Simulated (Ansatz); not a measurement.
SbCl2Br, SMILES [Br][Sb]([Cl])[Cl].

Geometry: r2SCAN-D4/def2-SVP. The def2 effective core potentials stand for the cores of Sb; spin–orbit coupling is left out.

Two levels are set side by side: PBE/def2-SVPD (Ansatz, a program for electronic structure) and CAM-B3LYP/def2-SVPD (Ansatz). Energy differences of separate SCF runs at the same geometry; the states with an electron removed or added have multiplicity 2 and 2. Differences are taken from unrounded values.

```
quantity                           CAM-B3LYP    PBE  PBE minus CAM-B3LYP
---------------------------------  ---------  -----  -------------------
vertical ionisation energy (eV)        10.60  10.11                -0.49
vertical electron affinity (eV)         0.82   0.73                -0.09
vertical singlet–triplet gap (eV)       4.27   4.06                -0.21
```
